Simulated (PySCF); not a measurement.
# Working out the ionisation energy of Cu⁺

Cu⁺ [Ar] 3d10 (1S) → Cu²⁺ [Ar] 3d9 (2D). Computed with PySCF 2.14 in cc-pVDZ-PP with ECP10MDF (4s4p3d1f, 38 functions), with a scalar-relativistic core potential. Frozen: 3s2 3p6. Energies in hartree (1 hartree = 27.21139 eV):

```csv
part,Cu⁺ (lower),Cu²⁺ (upper)
UHF,-195.921911,-195.290943
MP2 opposite-spin,-0.246519,-0.174508
MP2 same-spin,-0.146205,-0.103005
```

**Question.** What does Hartree-Fock give?

**Answer.** (-195.290943) − (-195.921911) = 0.630968 hartree = 17.170 eV.

**Question.** What do MP2 and SCS-MP2 (6/5 opposite-spin, 1/3 same-spin) give?

**Answer.** The opposite-spin parts differ by 1.960 eV and the same-spin parts by 1.176 eV. MP2: 17.170 + (1.960) + (1.176) = 20.306 eV. SCS-MP2: 17.170 + 1.2 × (1.960) + (1.176)/3 = 19.914 eV.

Reference: 20.292 eV (measured; NIST Atomic Spectra Database, ionization energies), between the lowest levels; spin-orbit coupling is absent from the calculation.

A double-zeta basis recovers only part of the correlation energy.

What remains against the reference includes basis incompleteness, the frozen core and correlation beyond second order.
